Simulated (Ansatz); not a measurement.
Start from `C=CS[Si](F)(F)F` and change one atom or group to get `C#C[Si](F)(F)F`.

Ansatz, PBE0-D4/def2-TZVP geometries, multiplicity 1. Each molecule was computed in one conformer, which needn't be the lowest.

```csv
property,`C=CS[Si](F)(F)F`
LUMO energy (PBE0/def2-TZVPP) / eV,-1.03
HOMO energy (PBE0/def2-TZVPP) / eV,-7.99
LUMO energy (ωB97M-V/def2-TZVPP) / eV,1.12
HOMO–LUMO gap (B3LYP/def2-TZVPP) / eV,6.50
HOMO energy (ωB97M-V/def2-TZVPP) / eV,-10.18
HOMO energy (PBE/def2-TZVPP) / eV,-6.72
```

Give the same properties after the change, and the shifts. (An estimate is asked.)

The calculation gave: 
| property | `C#C[Si](F)(F)F` | shift |
| --- | --- | --- |
| LUMO energy (PBE0/def2-TZVPP) / eV | -0.82 | 0.21 |
| HOMO energy (PBE0/def2-TZVPP) / eV | -9.30 | -1.31 |
| LUMO energy (ωB97M-V/def2-TZVPP) / eV | 1.33 | 0.21 |
| HOMO–LUMO gap (B3LYP/def2-TZVPP) / eV | 7.99 | 1.49 |
| HOMO energy (ωB97M-V/def2-TZVPP) / eV | -11.58 | -1.40 |
| HOMO energy (PBE/def2-TZVPP) / eV | -8.01 | -1.29 |

With PBE0 the HOMO falls by 1.31 eV and the LUMO rises by 0.21 eV, so the gap widens by about 1.52 eV. PBE moves the HOMO by -1.29 eV and ωB97M-V by -1.40 eV.

B3LYP here is the variant with VWN-RPA as its local correlation; programs differ in this.
